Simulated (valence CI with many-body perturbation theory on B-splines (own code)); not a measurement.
Pt62+ in brief

Calculated by valence CI with perturbative core correlation (CI+MBPT): six valence electrons over a frozen Dirac-Fock core [Ne], a basis of 9 s, 9 p, 8 d, 6 f, 3 g, 1 h functions for each j, with the one-electron correlation potential Σ1, the two-electron term Σ2, the three-electron term Σ3, Breit, model QED; selected CI, second order for the rest, scaled by the run's own slope (own B-spline code, finite nucleus).

The last digits are not significant, and no measured levels were compared; by estimate large intervals hold to a few tenths of a per cent, small ones and those within an open d or f shell to about a per cent. Among the levels kept, up to 1000 cm⁻¹ of a level comes from second order outside the variational space, and about a tenth of that is noise between levels of different J, which matters for small intervals.

Levels are named by their leading jj configuration (3d3/2^4 stands for four electrons in 3d with j = 3/2), which in mixed levels can hold well under half, so a name can repeat and another be missing.

Rates and lifetimes use the calculated energies. Strong lines usually hold to 10 to 20 %, long lifetimes can be off by a factor of two.

(1) What is the ground level?

(2) Name the longest-lived excited levels whose lifetime is computed, and their main decay.

(3) What is the ionisation energy?

(4) What are the static dipole polarisabilities of the lowest levels?

(5) Among levels below 61.572 Ry, which E1 lines absorb most strongly from the ground level?

## Answers

(1) (3s^2 3p1/2^2 3p3/2^2) J=2, composition 68 % 3s²3p⁴ ³P + 32 % 3s²3p⁴ ¹D, g = 1.327.

(2) (3s^2 3p1/2^2 3p3/2 3d3/2) J=0 at 19.174 Ry lives 205 ms, mostly by M2 to (3s^2 3p1/2^2 3p3/2^2) J=2; (3s^2 3p1/2^2 3p3/2^2) J=0 at 1.558 Ry lives 63.2 ms, mostly by E2 to (3s^2 3p1/2^2 3p3/2^2) J=2; (3s^2 3p1/2^2 3p3/2 3d5/2) J=4 at 26.333 Ry lives 180 ns, mostly by M1 to (3s^2 3p1/2^2 3p3/2 3d3/2) J=3.

(3) 6789.7 eV; NIST lists 6787 ± 15 eV (theoretical).

(4) (3s^2 3p1/2^2 3p3/2^2) J=2 0.00245 (tensor 7.4e-06); (3s^2 3p1/2^2 3p3/2^2) J=0 0.00244 bohr³, of which the core gives 3.49e-05.

(5) to (3s^2 3p1/2 3p3/2^2 3d3/2) J=2 at 1.667 nm, f = 0.259; to (3s^2 3p1/2 3p3/2^2 3d3/2) J=3 at 1.685 nm, f = 0.254; to (3s^2 3p1/2 3p3/2^2 3d3/2) J=1 at 1.653 nm, f = 0.172.
